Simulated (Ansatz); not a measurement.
`C[NH][SnH2][F]` → `C[NH]`• + `[F][SnH2]`• at 600 K and 1 bar (homolysis of the N–Sn bond).

Gas-phase electronic energies from Ansatz, PBE0-D4/def2-TZVP geometries. CCSD(T)/CBS adds triple-zeta CCSD(T) − MP2 to the extrapolated MP2 energy (def2 sets, frozen cores). Open shells (•) are unrestricted, without spin–orbit coupling. Elements past krypton have def2 core potentials. For Sn outer-core shells are correlated without core-valence functions, which leaves a few kJ/mol of doubt a bond. One conformer a species, not always the lowest.

```csv
species,CCSD(T)/CBS energy (Eh),H − E (kJ/mol),S (J/(mol·K))
`C[NH][SnH2][F]`,-410.19979,241.2,434.6
`C[NH]`•,-95.07984,158.0,285.7
`[F][SnH2]`•,-314.99536,65.7,315.7
```

H − E and S are ideal-gas, rigid-rotor, harmonic terms from PBE0-D4/def2-TZVP, for one conformer and one mirror image of each species, with the whole ground term of open shells counted as degenerate. 1 Eh = 2625.50 kJ/mol, R = 8.31446 J/(mol·K).

**Question.** By hand: ΔE, ΔH, ΔS and ΔG.

**Answer.** ΔE = (-95.07984) + (-314.99536) − (-410.19979) = 0.12459 Eh = 327.1 kJ/mol. Δ(H − E) = 158.0 + 65.7 − 241.2 = -17.5, so ΔH = 309.6 kJ/mol. ΔS = 285.7 + 315.7 − 434.6 = 166.8 J/(mol·K). ΔG = 309.6 − 600 × (166.8)/1000 = 209.5 kJ/mol.

**Question.** By hand: the equilibrium constant, and the temperature at which ΔG would vanish if ΔH and ΔS stayed fixed.

**Answer.** log₁₀ K = −ΔG/(RT ln 10) = -18.2. ΔG = 0 at ΔH/ΔS = 1856 K.

The number of gas molecules changes by +1, which sets the sign of ΔS. A doubt of 5 kJ/mol in ΔE shifts log₁₀ K by 0.4 here. Other conformers and mirror images would add mixing entropy, several J/(mol·K) or more a flexible species. These are equilibria of isolated gas molecules and say nothing of rates. Largest T1 diagnostic: 0.017 (customary marks: 0.02 for closed shells, 0.045 for open ones).
